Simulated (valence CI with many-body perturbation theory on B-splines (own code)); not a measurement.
The numbers below are computed, except where a source is named.
## Sensitivity of CI+MBPT for Pb X

Method: configuration interaction combined with many-body perturbation theory (CI+MBPT): five valence electrons over a frozen Dirac-Fock core [Xe] 4f14, radial functions for each j: 6 s, 6 p, 5 d, 5 f, 1 g, with the one-electron correlation potential Σ1 (screened to all orders), the two-electron term Σ2, the three-electron term Σ3, Breit, model QED; selected single and double excitations, second order for the rest, scaled by the run's own slope (own B-spline code, finite nucleus).

No measured spectrum was set against this ion. As an estimate, terms of the open shell hold to 2 to 4 % of their energy, and close levels can change places. Among the levels kept, up to 310 cm⁻¹ of a level comes from second order outside the variational space, and about a tenth of that is noise between levels of different J, which matters for small intervals. Only levels of the ground parity were solved; by the run's estimate the other parity begins above the list, which can be wrong where configurations are misplaced.

The reference run has the lowest level (5d3/2^4 5d5/2) J=5/2 [a] and an ionisation energy of 159.495 eV. Its largest variational space holds 10000 state functions.

Levels are named by their leading jj configuration (3d3/2^4 stands for four electrons in 3d with j = 3/2), which in mixed levels can hold well under half, so a name can repeat and another be missing. Letters in brackets count levels of one name in rising energy.

Changed runs:
A. size limit of the variational space 10000 → 6000; scale of Σ1 1 → 0; scale of Σ2 1 → 0; three-electron term on → off
B. size limit of the variational space 10000 → 3000
C. correlating orbitals by l 3 3 3 3 1 → 6 4 5 2 3
D. factor on the speed of light 1 → 1.1 (bad on purpose)

Excitation energies of the reference run in cm⁻¹, and shifts in cm⁻¹:

```tsv
Level	Reference	A	B	C	D
(5d3/2^4 5d5/2) J=5/2 [b]	20783	+863	-7.8	-42	+670
(5d3/2^3 5d5/2^2) J=7/2 [a]	33479	+966	-16	-46	-1242
(5d3/2^3 5d5/2^2) J=3/2 [a]	34854	+10	-15	-48	-1177
(5d3/2^3 5d5/2^2) J=11/2	36292	+1342	-4.6	-45	-1607
(5d3/2^3 5d5/2^2) J=9/2	39158	+1028	-8.9	-46	-2168
(5d3/2^3 5d5/2^2) J=5/2	39448	+170	-10	-37	-2724
(5d3/2^3 5d5/2^2) J=1/2	42448	-703	-14	-46	-2287
(5d3/2^3 5d5/2^2) J=7/2 [b]	48768	+743	-22	-60	-2850
(5d3/2^2 5d5/2^3) J=5/2 [a]	51907	-813	-15	-51	-3421
(5d3/2^2 5d5/2^3) J=7/2 [a]	56768	+274	-20	-49	-3703
(5d3/2^2 5d5/2^3) J=11/2	58246	+857	-5.7	-36	-4950
(5d3/2^3 5d5/2^2) J=3/2 [b]	59304	-1209	-23	-66	-3477
Ionisation energy (eV)	159.495	-2.955	-0.0015	+0.012	+1.100
```
